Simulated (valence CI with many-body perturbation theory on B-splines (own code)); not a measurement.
E1 line list for Pd⁴¹⁺

Computed by configuration interaction combined with many-body perturbation theory (CI+MBPT): three valence electrons over a frozen Dirac-Fock core [He], a basis of 11 s, 11 p, 9 d, 7 f, 5 g, 2 h, 1 i functions for each j, with the one-electron correlation potential Σ1 (screened to all orders), the two-electron term Σ2, the three-electron term Σ3, Breit, model QED; selected single and double excitations, second order for the rest (own B-spline code, finite nucleus).

No measured spectrum was set against this ion. As an estimate, large intervals hold to a few tenths of a per cent, small ones and those within an open d or f shell to about a per cent.

Lines 151 to 200 of 271 in falling wavelength, among levels below 33864 × 10³ cm⁻¹, chosen from the strongest by gf and those to the six lowest levels. Wavelengths and rates use the calculated energies. Electric multipoles are in the length gauge, E1 and E2 with the static RPA response of the core. Weak lines are less certain than strong ones. Lines between different terms over intervals too small for the method are left out, as are lines whose strength nearly cancels. The highest levels of a list are the least certain.

Levels are named by their leading jj configuration (3d3/2^4 stands for four electrons in 3d with j = 3/2), which in mixed levels can hold well under half, so a name can repeat and another be missing. Letters in brackets count levels of one name in rising energy.

```
λ vac (nm)                          Upper                       Lower   A (s⁻¹)  S (a.u.)
    0.3446         (2s 2p1/2 3d3/2) J=1/2  (2s 2p1/2 2p3/2) J=3/2 [a]  6.90e+12  2.79e-04
    0.3445     (2s 2p1/2 3d3/2) J=3/2 [b]  (2s 2p1/2 2p3/2) J=3/2 [a]  3.36e+13  2.71e-03
    0.3438            (2s 2p1/2 3s) J=3/2          (2s 2p1/2^2) J=1/2  1.08e+13  8.63e-04
    0.3433        (2s 2p3/2 3s) J=3/2 [a]      (2s 2p1/2 2p3/2) J=5/2  3.44e+12  2.75e-04
    0.3433     (2s 2p1/2 3p1/2) J=1/2 [b]          (2s^2 2p3/2) J=3/2  8.28e+11  3.31e-05
    0.3432            (2s 2p3/2 3s) J=1/2  (2s 2p1/2 2p3/2) J=3/2 [b]  1.19e+13  4.76e-04
    0.3430     (2s 2p3/2 3d3/2) J=5/2 [b]          (2s 2p3/2^2) J=5/2  1.30e+13  1.55e-03
    0.3429        (2s 2p3/2 3s) J=3/2 [b]  (2s 2p1/2 2p3/2) J=3/2 [b]  2.87e+12  2.29e-04
    0.3427     (2s 2p1/2 3d5/2) J=5/2 [b]  (2s 2p1/2 2p3/2) J=3/2 [a]  1.49e+13  1.78e-03
    0.3427         (2s 2p1/2 3d5/2) J=3/2  (2s 2p1/2 2p3/2) J=3/2 [a]  2.65e+12  2.11e-04
    0.3421                (2s^2 3s) J=1/2          (2s^2 2p1/2) J=1/2  9.51e+12  3.76e-04
    0.3421            (2s 2p3/2 3s) J=5/2  (2s 2p1/2 2p3/2) J=3/2 [a]  2.05e+12  2.43e-04
    0.3419     (2s 2p3/2 3d5/2) J=7/2 [b]          (2s 2p3/2^2) J=5/2  8.47e+13  1.34e-02
    0.3408        (2s 2p3/2 3s) J=3/2 [a]  (2s 2p1/2 2p3/2) J=3/2 [a]  1.47e+12  1.15e-04
    0.3396         (2s 2p1/2 3p3/2) J=5/2          (2s^2 2p3/2) J=3/2  3.12e+12  3.62e-04
    0.3393     (2s 2p1/2 3p3/2) J=3/2 [b]          (2s^2 2p3/2) J=3/2  5.04e+11  3.89e-05
    0.3366  (2p1/2 2p3/2 3d3/2) J=3/2 [a]       (2p1/2^2 2p3/2) J=3/2  3.52e+13  2.65e-03
    0.3365  (2p1/2 2p3/2 3d3/2) J=5/2 [a]       (2p1/2^2 2p3/2) J=3/2  1.57e+13  1.77e-03
    0.3362     (2s 2p3/2 3d3/2) J=5/2 [a]  (2s 2p1/2 2p3/2) J=3/2 [b]  3.65e+11  4.11e-05
    0.3359     (2s 2p3/2 3d3/2) J=1/2 [a]  (2s 2p1/2 2p3/2) J=3/2 [b]  2.26e+12  8.46e-05
    0.3349  (2p1/2 2p3/2 3d3/2) J=5/2 [b]       (2p1/2^2 2p3/2) J=3/2  1.51e+14  1.68e-02
    0.3346      (2p1/2 2p3/2 3d5/2) J=3/2       (2p1/2^2 2p3/2) J=3/2  5.33e+13  3.94e-03
    0.3345     (2s 2p3/2 3d5/2) J=5/2 [a]  (2s 2p1/2 2p3/2) J=3/2 [b]  8.17e+11  9.05e-05
    0.3343     (2s 2p3/2 3d5/2) J=3/2 [a]      (2s 2p1/2 2p3/2) J=1/2  2.97e+13  2.19e-03
    0.3341     (2s 2p1/2 3d3/2) J=3/2 [a]          (2s 2p1/2^2) J=1/2  1.96e+13  1.45e-03
    0.3340     (2s 2p3/2 3d5/2) J=3/2 [a]  (2s 2p1/2 2p3/2) J=3/2 [b]  1.60e+13  1.18e-03
    0.3339      (2p1/2 2p3/2 3d5/2) J=5/2       (2p1/2^2 2p3/2) J=3/2  7.89e+13  8.70e-03
    0.3339  (2p1/2 2p3/2 3d3/2) J=3/2 [b]       (2p1/2^2 2p3/2) J=3/2  1.68e+14  1.23e-02
    0.3337  (2p1/2 2p3/2 3d3/2) J=1/2 [b]       (2p1/2^2 2p3/2) J=3/2  2.52e+14  9.24e-03
    0.3328         (2s 2p3/2 3d5/2) J=1/2  (2s 2p1/2 2p3/2) J=3/2 [b]  9.34e+11  3.40e-05
    0.3324     (2s 2p3/2 3d3/2) J=5/2 [a]      (2s 2p1/2 2p3/2) J=5/2  1.32e+14  1.44e-02
    0.3322     (2s 2p3/2 3d3/2) J=3/2 [a]      (2s 2p1/2 2p3/2) J=5/2  6.00e+13  4.34e-03
    0.3322         (2s 2p3/2 3d3/2) J=7/2      (2s 2p1/2 2p3/2) J=5/2  1.88e+14  2.72e-02
    0.3318      (2p1/2 2p3/2 3p1/2) J=1/2  (2s 2p1/2 2p3/2) J=3/2 [b]  5.02e+12  1.81e-04
    0.3317  (2p1/2 2p3/2 3p1/2) J=3/2 [a]      (2s 2p1/2 2p3/2) J=1/2  5.57e+13  4.02e-03
    0.3317         (2s 2p1/2 3d3/2) J=1/2          (2s 2p1/2^2) J=1/2  3.33e+14  1.20e-02
    0.3316     (2s 2p1/2 3d3/2) J=3/2 [b]          (2s 2p1/2^2) J=1/2  2.22e+14  1.60e-02
    0.3314  (2p1/2 2p3/2 3p1/2) J=3/2 [a]  (2s 2p1/2 2p3/2) J=3/2 [b]  7.42e+12  5.33e-04
    0.3313     (2s 2p3/2 3d3/2) J=5/2 [b]  (2s 2p1/2 2p3/2) J=3/2 [b]  2.32e+14  2.50e-02
    0.3310     (2s 2p3/2 3d3/2) J=3/2 [b]      (2s 2p1/2 2p3/2) J=1/2  5.19e+13  3.71e-03
    0.3307     (2s 2p3/2 3d5/2) J=5/2 [a]      (2s 2p1/2 2p3/2) J=5/2  2.93e+12  3.13e-04
    0.3307     (2s 2p3/2 3d3/2) J=3/2 [b]  (2s 2p1/2 2p3/2) J=3/2 [b]  6.18e+13  4.41e-03
    0.3306     (2s 2p3/2 3d3/2) J=1/2 [b]      (2s 2p1/2 2p3/2) J=1/2  1.47e+14  5.23e-03
    0.3304     (2s 2p1/2 3p1/2) J=1/2 [a]          (2s^2 2p1/2) J=1/2  2.27e+13  8.08e-04
    0.3303     (2s 2p3/2 3d3/2) J=1/2 [b]  (2s 2p1/2 2p3/2) J=3/2 [b]  2.26e+13  8.04e-04
    0.3301      (2p1/2 2p3/2 3p1/2) J=5/2  (2s 2p1/2 2p3/2) J=3/2 [b]  1.10e+13  1.17e-03
    0.3301     (2s 2p3/2 3d3/2) J=5/2 [a]  (2s 2p1/2 2p3/2) J=3/2 [a]  9.54e+13  1.02e-02
    0.3300             (2s^2 3d3/2) J=3/2          (2s^2 2p1/2) J=1/2  2.40e+14  1.70e-02
    0.3299         (2s 2p1/2 3d5/2) J=3/2          (2s 2p1/2^2) J=1/2  5.32e+12  3.77e-04
    0.3299     (2s 2p3/2 3d3/2) J=3/2 [a]  (2s 2p1/2 2p3/2) J=3/2 [a]  1.74e+14  1.23e-02
```
